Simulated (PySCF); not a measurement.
Ligands exchanged one at a time, B CH3-NH2. Gas-phase values, no solvent. Strings in code marks are SMILES.

Method: M06-2X/def2-TZVP // B3LYP-D3(BJ)/def2-TZVP in PySCF. Excitations are Tamm–Dancoff values on a coarser integration grid. The basis has no diffuse functions, so Rydberg states are missing or too high.

```tsv
species	T1 excitation (TDA) (eV)	HOMO–LUMO gap (eV)
0 of 3 CH3 replaced by NH2 (`CB(C)C`)	6.02	10.53
1 of 3 CH3 replaced by NH2 (`CB(C)N`)	6.77	(withheld)
2 of 3 CH3 replaced by NH2 (`CB(N)N`)	6.27	(withheld)
3 of 3 CH3 replaced by NH2	6.07	9.42
```

Problem. Fill in the missing entries.

Solution. 
- 1 of 3 CH3 replaced by NH2 (`CB(C)N`), HOMO–LUMO gap (eV): 10.83
- 2 of 3 CH3 replaced by NH2 (`CB(N)N`), HOMO–LUMO gap (eV): 9.58
